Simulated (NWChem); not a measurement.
Species: GeSiH₃Cl, singlet; SMILES [Ge]([Cl])[SiH3]

All runs: NWChem. Pople sets run with spherical d functions. Low-valent species are run as closed-shell singlets; no triplet was tried in these runs. Each level has its own optimisation; frequencies are unscaled.

| level | r Cl–Ge (Å) | r Ge–Si (Å) | r H–Si (Å) | highest harmonic frequency (cm⁻¹) | lowest (cm⁻¹) | zero-point energy (kcal/mol) | dipole (D) |
|---|---|---|---|---|---|---|---|
| BLYP/def2-SVP | 2.247 | 2.537 | 1.506 | 2138 | 73 | 15.2 | 1.47 |
| Hartree-Fock/3-21G | ? | 2.544 | 1.487 | ? | ? | ? | ? |
| Hartree-Fock/STO-3G | 2.168 | 2.374 | 1.424 | 2904 | 66 | 20.9 | 2.70 |
| B3LYP/6-31G* | 2.235 | 2.512 | 1.492 | 2231 | 60 | 15.8 | 1.93 |

Task: What belongs in the gaps?

Result: 
- Hartree-Fock/3-21G, r Cl–Ge (Å): 2.307
- Hartree-Fock/3-21G, highest harmonic frequency (cm⁻¹): 2287
- Hartree-Fock/3-21G, lowest (cm⁻¹): 92
- Hartree-Fock/3-21G, zero-point energy (kcal/mol): 16.4
- Hartree-Fock/3-21G, dipole (D): 3.66
